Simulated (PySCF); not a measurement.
(SiH3)2PPF2, F₂H₆P₂Si₂.
Structure used (PBE0-D3(BJ)/def2-SVP), in Å, numbered top down from 1:
```
atom  x, y, z in Å
F1    -0.3653    3.3100   -0.1905
P2    -0.1608    1.8858   -0.9146
F3     1.4249    2.0235   -1.2249
P4     0.0148    0.6194    0.9235
Si5    1.5848   -0.7893    0.0885
Si6   -1.7554   -0.7163    0.4398
H7     1.4369   -0.9870   -1.3853
H8     1.3698   -2.0968    0.7783
H9     2.9402   -0.2615    0.4032
H10   -1.8271   -1.7508    1.5113
H11   -1.6317   -1.3867   -0.8918
H12   -2.9911    0.1210    0.4542
```

Computed, not measured: core-valence-separated Tamm–Dancoff BHandHLYP/aug-pcX-1 (pcseg-1 on H, def2-SVPD on P, def2-SVPD on Si) in PySCF, non-relativistic, gas phase, PBE0-D3(BJ)/def2-SVP geometry. No empirical shift is added; at this level the pattern usually sits a few eV under experiment.

The lowest roots of each edge with f over 0.003 (five at most, numbered afresh; weaker and dark ones are left out), with transition dipoles (au) in the frame of the coordinates:

| root | edge | E (eV) | μx | μy | μz |
| --- | --- | --- | --- | --- | --- |
| 1 | F | 684.32 | 0.0361 | 0.0100 | -0.0038 |
| 2 | F | 684.49 | -0.0059 | -0.0337 | -0.0145 |
| 3 | F | 685.40 | -0.0193 | 0.0015 | 0.0166 |
| 4 | F | 685.72 | 0.0068 | -0.0217 | -0.0011 |
| 5 | F | 686.64 | -0.0134 | 0.0180 | -0.0029 |

Question: What are the oscillator strengths?

Answer: f = (2/3) ΔE |μ|², with ΔE in hartree (27.2114 eV):

```json
{"root": "1", "ΔE (Eh)": "25.1484", "|μ|² (au)": "0.001418", "f": "0.024", "core hole on": "F3"}
{"root": "2", "ΔE (Eh)": "25.1545", "|μ|² (au)": "0.001381", "f": "0.023", "core hole on": "F1"}
{"root": "3", "ΔE (Eh)": "25.1881", "|μ|² (au)": "0.000650", "f": "0.011", "core hole on": "F1"}
{"root": "4", "ΔE (Eh)": "25.1997", "|μ|² (au)": "0.000518", "f": "0.009", "core hole on": "F3"}
{"root": "5", "ΔE (Eh)": "25.2337", "|μ|² (au)": "0.000512", "f": "0.009", "core hole on": "F1"}
```

Question: Molecules are fixed in this frame and the field points along y. What effective strengths 3 f cos²θ do the roots have (θ between field and μ)?

Answer: root 1 (F3): 0.005, root 2 (F1): 0.057, root 3 (F1): 0.000, root 4 (F3): 0.024, root 5 (F1): 0.016. Root 2 is the strongest. Averaged over all orientations cos²θ is 1/3, which gives f back.

One conformer stands for the species.
